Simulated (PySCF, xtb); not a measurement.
Ga(F)(Me)(OMe) (C₂H₆FGaO), SMILES C[O][Ga]([CH3])[F].

GFN2-xTB in xtb at its own geometry gives an orbital gap of 3.83 eV and a dipole moment of 5.18 D.

Geometry: B3LYP-D3(BJ)/def2-SVP. The structure was generated by enumeration; whether it is a known compound was not checked. The values are those of a single conformer.

Problem. What does CAM-B3LYP/def2-TZVP in PySCF give? (Estimate from the structure and the level; the computed values follow.)

Solution. gap 9.94 eV (levels -9.48 and 0.46 eV), dipole 3.75 D.
